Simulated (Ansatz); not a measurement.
Mulliken charges of `[F][Nb]([F])([Cl])([Cl])[Cl]` from ωB97M-V/def2-TZVPP in Ansatz (PBE0-D4/def2-TZVP geometry).

```tsv
atom	x (Å)	y (Å)	z (Å)	charge (e)
F1	-1.844	-0.067	0.073	-0.294
Nb2	-0.008	-0.028	0.023	1.170
F3	1.210	-0.702	1.221	-0.294
Cl4	-0.086	-2.130	-0.932	-0.218
Cl5	0.878	0.995	-1.769	-0.145
Cl6	-0.109	1.868	1.338	-0.218
```

Question: By hand: the dipole of these point charges (1 e Å = 4.8032 D).

Answer: Σ q r = (0.092, 0.106, -0.186) e Å, of length 0.233 e Å = 1.12 D.

Question: How does the dipole of the full density compare? (Best estimate.)

Answer: Ansatz gave: (0.071, 0.082, -0.143) e Å, 0.86 D; the point charges give 1.30 times that, at 0° from its direction.

Point charges leave out the atoms' own dipoles, such as those of lone pairs, and Mulliken's split depends on the basis, so the two needn't agree.
